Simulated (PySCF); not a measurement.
Coordinates in bohr (charge 0 multiplicity 1):
```
Ir    0.0000    0.0000   -1.1673
I     4.3975    0.0000    0.5827
I    -2.1987    3.8083    0.5827
I    -2.1988   -3.8083    0.5827
```

All numbers come from PBE0 in PySCF with Ir def2-SVP with ECP60, I def2-SVP with ECP28; scalar-relativistic core potentials, no spin–orbit coupling; density-fitted integrals.

This geometry of IrI3 is a stationary point at this level.

**Question.** What is the point group?

**Answer.** C3v.

**Question.** Is it a minimum?

**Answer.** Yes: all harmonic wavenumbers are real, though the softest, 40 cm⁻¹, leaves little margin.

**Question.** What are the dipole moment and the gap between the highest occupied and lowest empty levels?

**Answer.** 0.31 D and 2.67 eV.

**Question.** What is the atomisation energy, with and without zero-point energy?

**Answer.** 718 kJ/mol without, 713 kJ/mol with.

Other isomers or separated fragments may lie lower. Spin–orbit coupling, left out here, can matter for elements this heavy.
